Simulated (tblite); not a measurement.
Question: What does the GFN2-xTB structure of `N#C[C@H]1C[Si@H](C(F)(F)F)C1` look like in three dimensions?

Answer: 
```
atom  x, y, z in Å
N1     3.678   -0.264    0.020
C2     2.613   -0.162    0.422
C3     1.262   -0.031    0.891
C4     0.558    1.172    0.202
Si5   -0.449   -0.029   -0.887
C6    -2.377    0.130   -0.650
F7    -2.883    1.204   -1.284
F8    -2.738    0.248    0.642
F9    -3.041   -0.938   -1.133
C10    0.382   -1.201    0.370
H11    1.280    0.045    1.981
H12   -0.016    1.763    0.913
H13    1.252    1.841   -0.301
H14   -0.226   -0.147   -2.323
H15   -0.267   -1.594    1.151
H16    0.964   -2.030   -0.025
```

Orientation and origin are arbitrary. Atoms count from 1 in this order. The 3 C–Si bonds span 1.909 Å (C4–Si5, drawn single) to 1.949 Å (Si5–C6, drawn single), a spread of 0.040 Å. Si5 (SiH silicon) has angles from 77.3° to 122.2°. The 4-membered ring C3–C4–Si5–C10 has internal angles of 77.3° to 100.2° (sum 358°, against 360° for a flat polygon); it is puckered, 0.08 Å rms from its mean plane, widest ring torsion 11°. The 3 C–C bonds span 1.436 Å (C2–C3, drawn single) to 1.554 Å (C3–C4, drawn single), a spread of 0.118 Å.

Bonds between heavy atoms (Å): N1≡C2 1.144, C2–C3 1.436, C3–C4 1.554, C4–Si5 1.909, Si5–C6 1.949, C6–F7 1.346, C6–F8 1.347, C6–F9 1.347, Si5–C10 1.909, C3–C10 1.554.

The geometry is computed with GFN2-xTB (gas phase).

Point group: Cs (every atom within 0.08 Å of its image). Its GFN2-xTB frequencies are all real (lowest 22 cm⁻¹). One conformer, not necessarily the lowest (C2–C3–C4–Si5 106°, C3–C4–Si5–C6 120°, C4–Si5–C10–C3 -9°, C2–C3–C10–Si5 -105°). 3 starts were optimised and ended at 0.00, 0.33 and 0.40 kcal/mol (GFN2-xTB); the lowest of these is shown.
